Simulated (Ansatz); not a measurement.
A run on C3H6FGaO (`C[C]1(F)C[O][GaH]1`) with other settings.

```yaml
crystal:
  periodic: [false, false, false]
  atoms:
    - {symbol: C, position_ang: [-0.867360, -0.856490, 0.610571]}
    - {symbol: C, position_ang: [-0.591420, 0.421750, -0.051667]}
    - {symbol: F, position_ang: [-1.421204, 0.825953, -0.312791]}
    - {symbol: C, position_ang: [0.617236, -0.110876, -1.176361]}
    - {symbol: O, position_ang: [1.840662, 0.690597, -1.038901]}
    - {symbol: Ga, position_ang: [1.042886, 1.391097, 0.692719]}
    - {symbol: H, position_ang: [0.295607, -1.505314, 1.199574]}
    - {symbol: H, position_ang: [-1.431834, -1.756064, 0.344759]}
    - {symbol: H, position_ang: [-1.672734, -0.890860, 1.617948]}
    - {symbol: H, position_ang: [-0.225208, 0.269798, -1.940431]}
    - {symbol: H, position_ang: [0.600333, -1.082284, -1.141247]}
    - {symbol: H, position_ang: [1.331960, 2.253262, 1.666977]}
basis:
  gaussian: {orbitals: cc-pVDZ}
hamiltonian: {xc: {name: B3LYP}, dispersion: d4}
accuracy: high
```

```sh
$ ansatz run in.yaml --threads 2 --pin off --events-out ev --progress --plain --max-ram 32768MiB --backend cpu
```

It prints (some lines left out):

```
Functional definition: B3LYP
3039 factors; integrals over basis functions are off by at most 4.6e-9 eV
mean field evaluation 1: about -60326.6694 eV, gradient 6.7e1 eV
mean field evaluation 2: about -60247.6783 eV, gradient 1.7e2 eV
mean field evaluation 4: about -60337.1501 eV, gradient 1.2e1 eV
mean field evaluation 8: about -60337.5460 eV, gradient 6.1e-1 eV
mean field evaluation 16: about -60337.8042 eV, gradient 4.9e-4 eV
mean field -60337.80416235 eV, -2217.3734045337 hartree, gradient 8.0e-8 eV, S^2 0.000000; 0 other end points of the search recorded, 0 dependent functions left out
reference -60337.80420694 eV, -2217.3734061726 hartree; 36, 36 occupied and 91, 91 virtual orbitals, 3039 factors
Total energy: -60338.28808871 eV, -2217.3911884996 hartree
```

Hardware: 2 threads of an AMD EPYC 7R13 on a shared host. Wall time 8.5 s, peak host memory 0.74 GiB.
